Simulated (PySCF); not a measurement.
A structure optimised at PBE-D3(BJ)/def2-SVP, used in a PySCF frequency run:

```
Si
H 1 1.5029
H 1 1.5078 2 110.45
C 1 1.9506 2 108.86 3 120.65
O 4 1.2164 1 122.13 2 33.66
H 4 1.1394 5 120.57 1 -177.72
Si 1 2.3553 2 110.66 3 -121.80
H 7 1.5039 1 109.24 2 -58.94
H 7 1.5052 8 109.40 1 -121.36
H 7 1.5054 8 109.04 9 -119.03
```

**Question.** Write its SMILES and formula.

**Answer.** O=C[SiH2][SiH3], CH6OSi2

**Question.** What are its rotational constants (standard atomic weights)?

**Answer.** 7.8045, 2.1358, 1.8340 GHz
